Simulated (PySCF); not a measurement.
WBr4, SMILES [W]([Br])([Br])([Br])[Br] (connectivity only; charge and spin as stated), neutral, multiplicity 3.

Geometry optimised at B3LYP-D3(BJ)/def2-SVP. The spin state was assumed, not searched. The def2 effective core potentials stand for the cores of W; spin–orbit coupling is left out.

Level of theory: B3LYP-D3(BJ)/def2-SVP in PySCF 2.14.0.

Frequencies are harmonic and unscaled.

Modes within 1.5 cm⁻¹ of each other (mostly degenerate sets) share a row, with their intensities summed.

| mode | ν (cm⁻¹) | IR (km/mol) | moving atoms (share of kinetic energy) |
|---|---|---|---|
| 1–2 | 52 | 0.0 | Br 100 % |
| 3–5 | 61 | 2.3 | Br 75 %, W 25 % |
| 6 | 241 | 0.0 | Br 100 % |
| 7–9 | 277 | 114.9 | Br 62 %, W 38 % |
